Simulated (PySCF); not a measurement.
**Structure from NMR data**

An unknown has the formula C₆H₁₃BO₂. Its calculated NMR data are:

$^{1}$H NMR (300 MHz, computed): δ 5.38 (br, 1H), 4.04 (s, 3H), 3.10 (s, 3H), 1.93 (m, 2H), 1.76 (m, 2H), 1.59 (m, 1H), 1.57 (m, 1H).

$^{13}$C{$^{1}$H} NMR (computed): δ 75.8 (C), 63.3 (CH3), 55.4 (CH3), 32.1 (CH2), 15.1 (CH2).

PySCF 2.14.0 with density-fitted response routines calculation with GIAO B3LYP/pcSseg-1 shieldings and structure optimised with PBE0-D3(BJ)/def2-SVP; gas phase, one conformer, relativity neglected, fast rotation and ring inversion assumed for equivalent nuclei.

References, each an isolated molecule treated in the same way: TMS for $^{1}$H (31.38 ppm) and $^{13}$C (179.24 ppm).

Problem. What is the structure?

Solution. 
5 carbon signals for 6 carbons: some carbons are equivalent by symmetry or fast rotation. Carbon types of the structure: 1 × C, 3 × CH2, 2 × CH3, leaving 1 H on heteroatoms. δC 75.8: fully substituted sp3 carbon bonded to B and O; the inductive effect lowers its shielding. δC 63.3, 55.4: methyl carbon bonded to O; deshielded by the electronegative neighbour. δC 32.1, 15.1: sp3 CH2 in a ring; saturated and bonded to C and H only. δH 5.38: hydrogen on a boron bonded to C, O. δH 4.04, 3.10: hydrogen on a methyl carbon bonded to O; its carbon carries O, an electronegative neighbour. δH 1.93, 1.76, 1.59, 1.57: hydrogen on an sp3 CH2 in a ring.

Structure: SMILES C1C(BOC)(OC)CC1.

The data come from this structure; uniqueness wasn't tested.

Hydrogens on boron are broadened and split by $^{11}$B (spin 3/2, 80 %) and 10B (spin 3). A carbon bonded to boron is broadened by the quadrupolar boron nucleus and is often missing from a measured spectrum. Shifts are as computed. Against solution values, carbons near 30 ppm lie about +2 ppm off and those near 130 ppm about +6 ppm. Of 1211 compounds with measured shifts, 218 miss one by over three times the rms of a fit or turn the order of signals round; such compounds aren't used in these exercises. No couplings were computed; multiplicities are counted from neighbouring protons, with m where these are inequivalent, close in shift, in a saturated or five-membered ring or joined by F or P, and br s for small geminal =CH2 splittings.
